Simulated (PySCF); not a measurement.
sulfur tetrafluoride (F4S), SMILES FS(F)(F)F. The structure is a stationary point at PBE-D3(BJ)/def2-SVP.

**Question.** Give the equilibrium geometry at PBE-D3(BJ)/def2-SVP (PySCF confirms it by a frequency run) as bond lengths and angles, and its point group. (The exact figures need the calculation; the answer reports its results.)

**Answer.** point group C2v.
Atoms: F1 S2 F3 F4 F5. Bonded distances (Å): F1–S2 1.613, S2–F3 1.688, S2–F4 1.688, S2–F5 1.613. Angles (°): F1–S2–F3 87.9, F1–S2–F4 87.9, F1–S2–F5 100.7, F3–S2–F4 173.5, F3–S2–F5 87.9, F4–S2–F5 87.9.
